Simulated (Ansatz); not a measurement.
Several settings on one geometry of BCl2I (BICl2) (that of the charge 0 singlet, PBE0-D4/def2-SVP). Ansatz on 4 threads of Arm Neoverse V2 on a shared host; times are rough.

Cartesian coordinates in Å:
```
B 0.048 0.081 0.003
Cl 1.788 0.060 0.034
Cl -0.796 1.602 0.006
I -1.040 -1.743 -0.043
```

Totals from different functionals, basis sets or treatments of relativity can't be compared as stabilities.

In the def2 sets I takes a core potential; there is no spin–orbit coupling.

Scalar relativity in a set contracted without it gives distorted totals.

The spins typed aren't always the lowest for that charge.

**Question.** Give the basis size and estimate the energy, ⟨S²⟩ and time of these runs.

```csv
run,method,charge,state,further keys
1,RKS PBE0-D4/def2-TZVP,0,singlet,"point_charges: [{charge: 0.50, position_ang: [5.021, -0.441, -0.651]}]; scf: {lower_state_search: off}"
2,RKS ωB97X-V/def2-TZVPP,0,singlet,"point_charges: [{charge: 1.00, position_ang: [5.545, 0.430, -0.447]}]; scf: {omitted_lower_state_checks: [starts]}; forces asked"
3,ROKS PBE-D3(BJ)-ATM/def2-SVPD,1,doublet,pseudopotentials: {relativity: scalar}; forces asked
```

**Answer.** 
```csv
run,functions,energy (Eh),⟨S²⟩,wall time
1,155,-1242.7845,–,1.1 s
2,165,-1242.9486,–,4.6 s
3,109,-1244.4833,–,6 s
```
